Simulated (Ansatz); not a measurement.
`C=[CH][AlH][SiH2]Cl` and `[CH3][AlH][SiH2]Cl` differ in one atom or group.

Ansatz, PBE0-D4/def2-TZVP geometries, multiplicity 1. Each molecule was computed in one conformer, which needn't be the lowest.

| property | `C=[CH][AlH][SiH2]Cl` |
| --- | --- |
| LUMO energy (PBE0/def2-TZVPP) / eV | -2.14 |
| HOMO energy (B3LYP/def2-TZVPP) / eV | -7.22 |
| LUMO energy (PBE/def2-TZVPP) / eV | -2.92 |
| HOMO–LUMO gap (PBE0/def2-TZVPP) / eV | 5.28 |
| HOMO energy (PBE0/def2-TZVPP) / eV | -7.41 |
| LUMO energy (B3LYP/def2-TZVPP) / eV | -2.32 |

Q: What does the change do to each property? (Estimate.)

A: Computed: 
| property | `[CH3][AlH][SiH2]Cl` | shift |
| --- | --- | --- |
| LUMO energy (PBE0/def2-TZVPP) / eV | -1.94 | 0.20 |
| HOMO energy (B3LYP/def2-TZVPP) / eV | -7.16 | 0.06 |
| LUMO energy (PBE/def2-TZVPP) / eV | -2.69 | 0.23 |
| HOMO–LUMO gap (PBE0/def2-TZVPP) / eV | 5.41 | 0.13 |
| HOMO energy (PBE0/def2-TZVPP) / eV | -7.35 | 0.06 |
| LUMO energy (B3LYP/def2-TZVPP) / eV | -2.13 | 0.19 |

With PBE0 the HOMO rises by 0.06 eV and the LUMO rises by 0.20 eV, so the gap widens by about 0.14 eV. PBE moves the HOMO by 0.04 eV and ωB97M-V by 0.07 eV.

B3LYP here is the variant with VWN-RPA as its local correlation; programs differ in this.
